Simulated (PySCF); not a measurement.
PySCF input file for Bi(H)2(NMe2) (C2H8BiN), SMILES C[N](C)[BiH2], PBE-D3(BJ)/def2-SVP. Geometry optimised at PBE-D3(BJ)/def2-SVP. The structure was generated by enumeration; whether it is a known compound was not checked. The def2 effective core potentials stand for the cores of Bi; spin–orbit coupling is left out.

```python
import numpy as np
from pyscf import gto, scf, dft, df
from pyscf.hessian import thermo

mol = gto.M(
    atom='''
    Bi   -0.39050350   -0.35213833    0.32305550
    H     0.36626558   -1.80738253   -0.52134805
    H    -1.66061680   -0.30550375   -0.98009352
    N     0.78912074    1.20603510   -0.70882703
    C     0.94682838    1.03106401   -2.13862859
    C     2.05058816    1.48824882   -0.04840922
    H     1.40170245    1.95142677   -2.57731171
    H     1.60771365    0.17216505   -2.43425557
    H    -0.03690504    0.88017959   -2.62716504
    H     2.84918980    0.71241355   -0.19843686
    H     2.46869440    2.44756712   -0.43625833
    H     1.90740207    1.61849321    1.04527826
    ''',
    basis='def2-SVP',
    ecp={'Bi': 'def2-svp'},
    charge=0,
    spin=0,
    max_memory=1600,
    verbose=3,
)
mf = dft.RKS(mol, xc='pbe').density_fit(auxbasis='def2-universal-jkfit')
mf.disp = 'd3bj'
mf.grids.level = 3
mf.conv_tol = 1e-11
mf.max_cycle = 100
mf.kernel()

# analytic Hessian; the response equations are solved on a coarser grid
h, args, fine = mf.Hessian(), (mf.mo_energy, mf.mo_coeff, mf.mo_occ), mf.grids
h.max_memory = max(150, 2.5e-5 * df.make_auxmol(mol, mf.with_df.auxbasis).nao * mol.nelec[0] * (mol.nelec[0] + mol.nao))  # MB; small integral blocks
h1ao = h.make_h1(mf.mo_coeff, mf.mo_occ)
mf.grids = dft.Grids(mol).set(level=1).build(with_non0tab=True)
mo1, mo_e1 = h.solve_mo1(*args, h1ao)
mf.grids = fine
hess = h.hess_elec(*args, mo1, mo_e1, h1ao) + h.hess_nuc()
if mf.do_disp():
    hess += h.get_dispersion()
for i in range(mol.natm):  # the analytic DFT Hessian lacks the response of the grid: restore translational invariance
    hess[i, i] -= hess[i].sum(axis=0)
hess = (hess + hess.transpose(1, 0, 3, 2)) / 2
vib = thermo.harmonic_analysis(mol, hess, imaginary_freq=False)
thermo.dump_normal_mode(mol, vib)
th = thermo.thermo(mf, vib['freq_au'][vib['freq_au'] > 0], 298.15, 101325)
thermo.dump_thermo(mol, th)
g0 = mf.nuc_grad_method().set(verbose=0).kernel()

# dipole derivatives [dipole axis, atom, xyz] from the same response
r, irp = mol.intor('int1e_r'), mol.intor('int1e_irp').reshape(3, 3, mol.nao, mol.nao)
sl, dm0, ok = mol.aoslice_by_atom(), np.array(mf.make_rdm1()), []
dmu = np.einsum('a,xt->xat', mol.atom_charges(), np.eye(3))
for a, (_, _, p0, p1) in enumerate(sl):
    dmu[:, a] += 2 * np.einsum('xtij,ij->xt', irp[:, :, :, p0:p1], dm0.reshape(-1, mol.nao, mol.nao).sum(0)[:, p0:p1])
    for u, c, occ, f in [(mo1, mf.mo_coeff, mf.mo_occ, 4)]:
        dmu[:, a] -= f * np.einsum('tui,xuv,vi->xt', u[a], r, c[:, occ > 0], optimize=True)
L = vib['norm_mode']
ir = 974.8801 * (np.einsum('xat,kat->kx', dmu, L) ** 2).sum(1)       # km/mol
apt = np.einsum('xax->a', dmu) / 3
print('mode   freq/cm-1   IR/(km/mol)')
for k, w in enumerate(vib['freq_wavenumber']):
    print(f'{k + 1:4d} {w:11.2f} {ir[k]:13.3f}')
print('max |gradient| / (hartree/bohr):', abs(g0).max())
print('APT charges:', apt.round(4))
```

It prints:

```
[...]
       3   N                -0.00  0.00 -0.00    0.12  0.03 -0.06   -0.02 -0.01 -0.04
       4   C                 0.00  0.00 -0.00    0.02  0.03  0.14   -0.08 -0.04  0.05
       5   C                 0.00 -0.00 -0.00   -0.10 -0.02 -0.10    0.09  0.04 -0.05
       6   H                -0.00  0.00 -0.00   -0.04 -0.01 -0.01    0.07  0.06  0.41
       7   H                 0.00 -0.00  0.01   -0.05 -0.02  0.07    0.16  0.13  0.11
       8   H                 0.00 -0.01  0.00   -0.06  0.02  0.32    0.11  0.04 -0.36
       9   H                -0.00 -0.01  0.00   -0.07 -0.04  0.03    0.06 -0.04  0.23
      10   H                 0.01 -0.00  0.00   -0.00  0.01  0.06    0.25  0.09  0.27
      11   H                 0.00  0.00  0.00   -0.32 -0.08 -0.12   -0.33 -0.12 -0.08
Mode                                12                  13                  14
Irrep
Freq [cm^-1]                     1070.0057           1108.8178           1193.9941
Reduced mass [au]                   1.2403              1.4211              1.9388
Force const [Dyne/A]                0.8367              1.0295              1.6285
Char temp [K]                    1539.5000           1595.3419           1717.8917
Normal mode                   x     y     z       x     y     z       x     y     z
       0  Bi                -0.00  0.00  0.00    0.00  0.00 -0.00    0.00  0.00 -0.00
       1   H                 0.01 -0.00 -0.00   -0.02  0.02  0.01    0.01 -0.00 -0.01
       2   H                 0.01  0.01 -0.01    0.01 -0.00 -0.01    0.00  0.01 -0.00
       3   N                 0.01 -0.00  0.02   -0.03  0.09 -0.01   -0.13 -0.04  0.02
       4   C                -0.04  0.08 -0.02    0.03 -0.08  0.02    0.10  0.03  0.01
       5   C                 0.03 -0.08 -0.02    0.02 -0.09  0.00    0.08  0.02 -0.06
       6   H                 0.17 -0.14 -0.26   -0.14  0.14  0.28   -0.15  0.02 -0.25
       7   H                -0.01 -0.06  0.48    0.05  0.08 -0.36   -0.20 -0.14 -0.12
       8   H                 0.07 -0.21 -0.16   -0.05  0.18  0.09   -0.06 -0.02  0.34
       9   H                 0.35  0.20  0.20    0.33  0.22  0.11    0.07 -0.04  0.24
      10   H                -0.31  0.06 -0.04   -0.40  0.05 -0.10    0.11  0.11  0.21
      11   H                -0.19  0.14 -0.07   -0.10  0.17 -0.05   -0.24 -0.07 -0.09
Mode                                15                  16                  17
Irrep
Freq [cm^-1]                     1200.3006           1370.0669           1386.9947
Reduced mass [au]                   4.8816              1.1370              1.1095
Force const [Dyne/A]                4.1438              1.2575              1.2575
Char temp [K]                    1726.9653           1971.2212           1995.5766
Normal mode                   x     y     z       x     y     z       x     y     z
       0  Bi                -0.00 -0.00  0.00    0.00  0.00  0.00    0.00 -0.00 -0.00
       1   H                 0.01  0.01 -0.00   -0.01  0.01  0.00   -0.01  0.00  0.01
       2   H                 0.02  0.03 -0.02    0.02  0.00  0.01    0.01  0.00  0.00
       3   N                -0.06 -0.03 -0.19    0.01  0.00  0.02    0.00 -0.01 -0.00
       4   C                -0.01  0.03  0.11   -0.00 -0.00  0.08    0.01 -0.01  0.06
       5   C                 0.06  0.01  0.09    0.05  0.02  0.03   -0.04 -0.04 -0.03
       6   H                -0.01 -0.02 -0.01   -0.14 -0.15 -0.42   -0.24 -0.05 -0.30
       7   H                -0.05 -0.02  0.12   -0.02  0.08 -0.27   -0.02  0.02 -0.09
       8   H                -0.01 -0.03  0.12    0.19  0.14 -0.38    0.15  0.23 -0.32
       9   H                 0.07  0.06 -0.11   -0.16 -0.14 -0.11    0.04  0.05 -0.06
      10   H                -0.03 -0.05 -0.13   -0.23 -0.01 -0.32    0.15  0.10  0.48
      11   H                 0.22  0.08  0.10   -0.33 -0.21 -0.00    0.27  0.47 -0.04
Mode                                18                  19                  20
Irrep
Freq [cm^-1]                     1394.0610           1409.3082           1420.4653
Reduced mass [au]                   1.0516              1.1088              1.0468
Force const [Dyne/A]                1.2041              1.2975              1.2445
Char temp [K]                    2005.7434           2027.6807           2043.7333
Normal mode                   x     y     z       x     y     z       x     y     z
       0  Bi                -0.00  0.00  0.00    0.00 -0.00 -0.00   -0.00 -0.00 -0.00
       1   H                 0.00 -0.00 -0.00   -0.02  0.03  0.02   -0.00 -0.01  0.01
       2   H                -0.01 -0.00 -0.00    0.00 -0.00  0.00   -0.00 -0.00  0.01
       3   N                 0.00  0.00  0.00   -0.01  0.01 -0.00    0.01  0.01  0.01
       4   C                -0.02  0.03  0.01   -0.02  0.02  0.05    0.03  0.03  0.01
       5   C                 0.04 -0.02  0.01   -0.05  0.01 -0.04   -0.03 -0.00  0.01
       6   H                 0.37 -0.11  0.13    0.29 -0.20 -0.10   -0.25  0.25  0.22
       7   H                -0.10  0.05 -0.35   -0.03  0.15 -0.43   -0.50 -0.35 -0.06
       8   H                 0.03 -0.45  0.07    0.09 -0.29 -0.07    0.22 -0.32 -0.29
       9   H                -0.21 -0.17 -0.32    0.18  0.13  0.42    0.15  0.20 -0.13
      10   H                -0.13  0.14  0.21    0.09 -0.05 -0.03    0.21 -0.15 -0.11
      11   H                -0.20  0.37 -0.07    0.37 -0.27  0.06   -0.10 -0.04  0.00
Mode                                21                  22                  23
Irrep
Freq [cm^-1]                     1436.9266           1651.2771           1737.9328
Reduced mass [au]                   1.0425              1.0138              1.0129
Force const [Dyne/A]                1.2683              1.6287              1.8025
Char temp [K]                    2067.4175           2375.8201           2500.4984
Normal mode                   x     y     z       x     y     z       x     y     z
       0  Bi                -0.00 -0.00  0.00   -0.00  0.00  0.00   -0.00  0.00 -0.00
       1   H                 0.01 -0.02 -0.01    0.42 -0.77 -0.46    0.01 -0.02 -0.02
       2   H                 0.00  0.01 -0.00   -0.02  0.01 -0.01    0.69 -0.04  0.72
       3   N                 0.03  0.01 -0.02    0.00  0.01 -0.00   -0.00 -0.00 -0.00
       4   C                 0.01  0.01 -0.00   -0.00 -0.00  0.00    0.00  0.00 -0.00
       5   C                 0.02  0.01 -0.03   -0.00 -0.00 -0.00   -0.00 -0.00  0.00
       6   H                -0.16  0.16  0.15    0.01 -0.01 -0.01    0.01  0.00  0.01
       7   H                -0.20 -0.18  0.10    0.01  0.02 -0.03    0.00 -0.00  0.00
       8   H                 0.08 -0.08 -0.12    0.00  0.00 -0.00   -0.01 -0.01  0.01
       9   H                -0.31 -0.38  0.36    0.02  0.02  0.01    0.00  0.00  0.00
      10   H                -0.48  0.26  0.09    0.01 -0.01 -0.01    0.00  0.00  0.01
      11   H                 0.32 -0.06  0.04    0.00 -0.01 -0.00    0.01  0.01 -0.00
Mode                                24                  25                  26
Irrep
Freq [cm^-1]                     2836.3405           2843.0227           2934.0808
Reduced mass [au]                   1.0553              1.0571              1.0812
Force const [Dyne/A]                5.0018              5.0340              5.4840
Char temp [K]                    4080.8625           4090.4767           4221.4890
Normal mode                   x     y     z       x     y     z       x     y     z
       0  Bi                 0.00 -0.00  0.00   -0.00 -0.00  0.00   -0.00 -0.00  0.00
       1   H                 0.00  0.00  0.00    0.00  0.01  0.00   -0.00  0.00  0.00
       2   H                -0.00  0.00 -0.00    0.00  0.00  0.00    0.00 -0.00 -0.00
       3   N                 0.00  0.00  0.00    0.00 -0.00 -0.00    0.00  0.00 -0.00
       4   C                -0.02  0.02  0.01    0.03 -0.04 -0.03    0.00  0.06 -0.03
       5   C                 0.05 -0.03 -0.00    0.02 -0.02 -0.00    0.01  0.04 -0.00
       6   H                 0.05  0.12 -0.05   -0.07 -0.18  0.08   -0.30 -0.61  0.28
       7   H                 0.24 -0.31 -0.09   -0.48  0.64  0.20    0.12 -0.14 -0.05
       8   H                -0.08 -0.00 -0.04    0.14  0.01  0.06    0.16  0.04  0.08
       9   H                -0.57  0.59  0.12   -0.30  0.29  0.05    0.08 -0.07 -0.02
      10   H                -0.06 -0.19  0.07   -0.02 -0.06  0.02   -0.19 -0.44  0.18
      11   H                 0.03 -0.03 -0.17    0.01 -0.01 -0.07    0.02 -0.01 -0.16
Mode                                27                  28                  29
Irrep
Freq [cm^-1]                     2938.9192           3019.3393           3040.8150
Reduced mass [au]                   1.0854              1.0978              1.0964
Force const [Dyne/A]                5.5234              5.8967              5.9730
Char temp [K]                    4228.4504           4344.1570           4375.0558
Normal mode                   x     y     z       x     y     z       x     y     z
       0  Bi                -0.00 -0.00  0.00   -0.00 -0.00 -0.00    0.00 -0.00 -0.00
       1   H                 0.00  0.00 -0.00    0.00  0.00 -0.00   -0.00  0.00  0.00
       2   H                -0.00 -0.00 -0.00    0.00  0.00  0.00    0.00  0.00  0.00
       3   N                 0.00  0.00  0.00    0.00  0.00 -0.00   -0.00 -0.00  0.00
       4   C                 0.00 -0.04  0.02   -0.00 -0.00 -0.00   -0.08 -0.02 -0.02
       5   C                 0.01  0.06 -0.00    0.02  0.01 -0.08    0.00  0.00  0.00
       6   H                 0.21  0.42 -0.19    0.00  0.01  0.00    0.09  0.20 -0.09
       7   H                -0.11  0.13  0.04    0.00 -0.00  0.00    0.04 -0.08 -0.02
       8   H                -0.11 -0.03 -0.05    0.02  0.00  0.01    0.82  0.12  0.39
       9   H                 0.15 -0.14 -0.04   -0.06  0.08 -0.00    0.00 -0.00  0.00
      10   H                -0.26 -0.62  0.26   -0.10 -0.26  0.10    0.00  0.00  0.00
      11   H                 0.03 -0.01 -0.22   -0.13  0.11  0.88    0.00 -0.00 -0.02
temperature 298.1500 [K]
pressure 101325.00 [Pa]
Rotational constants [GHz] 8.12738 1.82813 1.57236
Symmetry number 1
Zero-point energy (ZPE) 0.09042 [Eh]   237391.134 [J/mol]
                           tot       elec      trans        rot        vib
Entropy [J/mol/K]       351.103      0.000    177.858    113.062     60.182
Cv [J/mol/K]             98.137      0.000     12.472     12.472     73.193
Cp [J/mol/K]            106.451      0.000     20.786     12.472     73.193
Internal energy [J/mol]                      3718.434   3718.434 248034.414
Internal energy [Eh]   -350.01323  -350.11053
Enthalpy [J/mol]                             6197.391   3718.434 248034.414
Enthalpy [Eh]          -350.01228
Gibbs free energy [J/mol]                  -46831.071 -29991.084 230091.157
Gibbs free energy [Eh] -350.05215
mode   freq/cm-1   IR/(km/mol)
   1      127.92         5.105
   2      182.72         5.028
   3      223.96         1.568
   4      263.98         1.459
   5      274.71         0.343
   6      298.71        11.694
   7      481.99         7.321
   8      542.29        43.729
   9      570.91        28.221
  10      743.22        22.812
  11      947.50        54.899
  12     1038.10         3.477
  13     1070.01         1.673
  14     1108.82        12.777
  15     1193.99         4.505
  16     1200.30        40.635
  17     1370.07         0.153
  18     1386.99         8.955
  19     1394.06        15.081
  20     1409.31        36.256
  21     1420.47         8.890
  22     1436.93         5.716
  23     1651.28       247.223
  24     1737.93       215.630
  25     2836.34        81.193
  26     2843.02       157.227
  27     2934.08       107.842
  28     2938.92        11.611
  29     3019.34        20.173
  30     3040.82        13.817
max |gradient| / (hartree/bohr): 8.025497191636855e-05
APT charges: [ 0.8002 -0.2851 -0.2286 -0.5713  0.2782  0.3357 -0.0661 -0.083  -0.0045
 -0.0962 -0.0667 -0.0125]
```

The calculation finished and met its thresholds.
